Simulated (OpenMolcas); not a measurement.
## Predicting a hybrid from its neighbours: GeH3O2F

GeH3O2F has 7 atoms, charge 0, and is taken as a singlet. As SMILES, `[OH][GeH]([OH])[F]`. Geometry: relaxed at PBE0-D4/def2-TZVP. This is one conformer, not always the lowest.

The vertical energy of the triplet above the singlet y, in eV, basis def2-SVP; a is the functional's share of exact exchange. Programs: OpenMolcas 26.06.

| functional | program | a | y (eV) |
| --- | --- | --- | --- |
| TPSS | OpenMolcas | 0 | 6.93 |
| r2SCAN | OpenMolcas | 0 | 7.22 |
| B3LYP | OpenMolcas | 0.2 | 7.28 |
| PBE0 | OpenMolcas | 0.25 | ? |
| BHLYP | OpenMolcas | 0.5 | 7.60 |

Problem. Fit y = c + s·a to the known rows and predict PBE0.

Solution. 
1. Means of the 4 rows: a = 0.1750, y = 7.258.
2. Σ(Δa)² = 0.1675, Σ(Δa·Δy) = 0.17575, so the slope is 0.17575/0.1675 = 1.0493.
3. Intercept: 7.258 − (1.0493) × 0.1750 = 7.074. The largest residual of the fit is 0.15.
4. PBE0: 7.074 + (1.0493) × 0.25 = 7.34 eV.

The run gave 7.44 eV, so the prediction is off by -0.10 eV, within the largest residual. The rows mix families of semi-local functionals, which the line can't see.
